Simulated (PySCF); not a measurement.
H7Si3, SMILES [SiH2][SiH2][SiH3], multiplicity 2. Atoms are numbered in the order given.

```xyz
10

Si     1.8818     0.5422     0.0858
Si     0.0736    -0.8261    -0.4056
Si    -1.8394     0.2639     0.3686
H      3.2195     0.0175    -0.3211
H      1.7055     1.9406    -0.4099
H     -0.0454    -1.0893    -1.8741
H      0.2450    -2.1334     0.2957
H     -3.0746    -0.5173     0.0669
H     -1.9402     1.6024    -0.2854
H     -1.7340     0.4597     1.8445
```
Charge 0, spin multiplicity 2.

Coordinates come from a ωB97X-D3(BJ)/def2-SVP optimisation. The isomer is the one that the SMILES or the coordinates give; other isomers of the formula were not compared.

Two levels are set side by side: PBE/pcH-1 (PySCF) and B3LYP/pcH-1 (PySCF). Contact hyperfine couplings, same geometry. Differences are taken from unrounded values.

```csv
quantity,PBE
"A(iso) of 29Si, atom Si1 (MHz)",-344.0
"A(iso) of 29Si, atom Si2 (MHz)",-13.1
"A(iso) of 29Si, atom Si3 (MHz)",-0.2
"A(iso) of 1H, atom H4 (MHz)",-0.4
"A(iso) of 1H, atom H5 (MHz)",-4.2
"A(iso) of 1H, atom H6 (MHz)",75.5
"A(iso) of 1H, atom H7 (MHz)",-0.2
"A(iso) of 1H, atom H8 (MHz)",-2.0
"A(iso) of 1H, atom H9 (MHz)",1.2
"A(iso) of 1H, atom H10 (MHz)",-0.1
```

Q: These are the PBE values. What does B3LYP give? (An estimate is asked for; the answer gives what the named calculation found.)

A: 
```tsv
quantity	B3LYP	PBE minus B3LYP
A(iso) of 29Si, atom Si1 (MHz)	-386.8	42.9
A(iso) of 29Si, atom Si2 (MHz)	-22.4	9.3
A(iso) of 29Si, atom Si3 (MHz)	0.4	-0.6
A(iso) of 1H, atom H4 (MHz)	10.6	-10.9
A(iso) of 1H, atom H5 (MHz)	6.9	-11.1
A(iso) of 1H, atom H6 (MHz)	77.4	-1.9
A(iso) of 1H, atom H7 (MHz)	-0.7	0.5
A(iso) of 1H, atom H8 (MHz)	-1.8	-0.3
A(iso) of 1H, atom H9 (MHz)	1.2	0.0
A(iso) of 1H, atom H10 (MHz)	0.2	-0.3
```

Rough cost on one machine, each run with all the roots and properties that it gave: B3LYP against PBE within a factor of 2.
